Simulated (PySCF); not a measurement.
Computed IR spectrum (relative IR intensity) of a molecule C₂H₁₄Si₄. The structure is a stationary point at PBE-D3(BJ)/def2-SVP. The values are those of a single conformer. Computed with PySCF with PBE-D3(BJ)/def2-SVP. Frequencies are harmonic and unscaled.

Lines under 2 % of the strongest are left out, and lines within 2 cm⁻¹ are merged.

ν (cm⁻¹): 691 (m), 713 (m), 749 (m), 793 (w), 865 (s), 869 (s), 883 (vs), 901 (w), 905 (w), 909 (w), 913 (m), 916 (m), 923 (m), 1011 (w), 1046 (w), 2149 (s), 2159 (vw), 2164 (w), 2166 (w), 2169 (m), 2173 (vs), 2179 (vs), 2928 (vw) (against the strongest line: vs over 80 %, s over 45 %, m over 15 %, w over 4 %, vw less)

### Question
Identify the compound among the candidates.
(A) C[SiH2][SiH2][Si@H](C)[SiH3]
(B) C[Si@H](C[SiH3])[SiH2][SiH3]
(C) [SiH3]C([SiH3])C([SiH3])[SiH3]
(D) CC[SiH2][SiH]([SiH3])[SiH3]

### Answer
C, [SiH3]C([SiH3])C([SiH3])[SiH3]
